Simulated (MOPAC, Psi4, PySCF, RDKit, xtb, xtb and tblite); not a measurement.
Two geometries of C₁₁H₁₆O, SMILES COc1cccc(C(C)(C)C)c1, relaxed at GFN2-xTB with one dihedral held; other torsions can differ between them too.

Structure A

```
28

C      4.2581     0.7815    -0.7508
O      2.9055     0.9348    -1.1144
C      1.9981     0.2001    -0.3756
C      1.0157     0.8827     0.3270
C      0.0754     0.1620     1.0397
C      0.1235    -1.2185     1.0680
C      1.1071    -1.9205     0.3749
C      1.1183    -3.4411     0.4257
C      2.2633    -4.0538    -0.3852
C     -0.2059    -3.9679    -0.1449
C      1.2725    -3.8919     1.8852
C      2.0422    -1.1894    -0.3434
H      4.4178     1.0589     0.2974
H      4.8206     1.4566    -1.3937
H      4.6172    -0.2415    -0.9042
H      0.9921     1.9606     0.2919
H     -0.6967     0.6831     1.5868
H     -0.6212    -1.7510     1.6396
H      2.1854    -3.7868    -1.4365
H      2.2192    -5.1386    -0.3110
H      3.2298    -3.7319    -0.0038
H     -1.0547    -3.6167     0.4350
H     -0.2123    -5.0559    -0.1342
H     -0.3324    -3.6312    -1.1717
H      0.4485    -3.5389     2.4986
H      1.2973    -4.9783     1.9407
H      2.1991    -3.5036     2.3031
H      2.8161    -1.6855    -0.9059
```

Structure B

```
28

C      4.2456     0.7522    -0.7351
O      2.9082     0.9249    -1.1429
C      1.9922     0.2160    -0.3806
C      1.2780     0.8648     0.6141
C      0.3414     0.1500     1.3388
C      0.1302    -1.1909     1.0816
C      0.8429    -1.8593     0.0883
C      0.5716    -3.3343    -0.1663
C      1.4446    -3.9113    -1.2838
C     -0.8992    -3.5066    -0.5708
C      0.8545    -4.1257     1.1185
C      1.7787    -1.1335    -0.6348
H      4.3995     1.1186     0.2870
H      4.8538     1.3352    -1.4246
H      4.5496    -0.2999    -0.7806
H      1.4513     1.9138     0.7993
H     -0.2268     0.6432     2.1141
H     -0.6067    -1.7194     1.6670
H      1.2615    -3.4009    -2.2263
H      1.2077    -4.9645    -1.4212
H      2.5006    -3.8355    -1.0348
H     -1.5686    -3.1727     0.2170
H     -1.1108    -4.5538    -0.7770
H     -1.1121    -2.9277    -1.4669
H      0.2140    -3.8015     1.9337
H      0.6808    -5.1865     0.9503
H      1.8900    -3.9897     1.4240
H      2.3571    -1.5896    -1.4219
```

Which is lower in energy at the level PBE0-D3(BJ)/def2-SVP // GFN2-xTB (Psi4 1.11), and by how much?

A is lower, by 0.35 kcal/mol (dihedral C1–O2–C3–C4: 120° in A, 100° in B).

E(B) − E(A) in kcal/mol at the other levels, on the same two geometries: GFN2-xTB (xtb and tblite) 0.57; MMFF94 // GFN2-xTB (RDKit) 0.17; PBE0/def2-SVP // GFN2-xTB (Psi4) 0.34; PBE/def2-SVP // GFN2-xTB (Psi4) 0.50; PBE-D3(BJ)/def2-SVP // GFN2-xTB (Psi4) 0.51; UFF // GFN2-xTB (RDKit) 1.74; PM7, restricted, heats of formation // GFN2-xTB (MOPAC) 0.33; AM1, restricted, heats of formation // GFN2-xTB (MOPAC) 0.15; GFN1-xTB // GFN2-xTB (xtb) 0.55; restricted B3LYP/6-31G*, spherical d, density fitting // GFN2-xTB (PySCF) 0.20; restricted B3LYP/3-21G, density fitting // GFN2-xTB (PySCF) 0.26; restricted B3LYP/LANL2DZ, density fitting // GFN2-xTB (PySCF) 0.30.
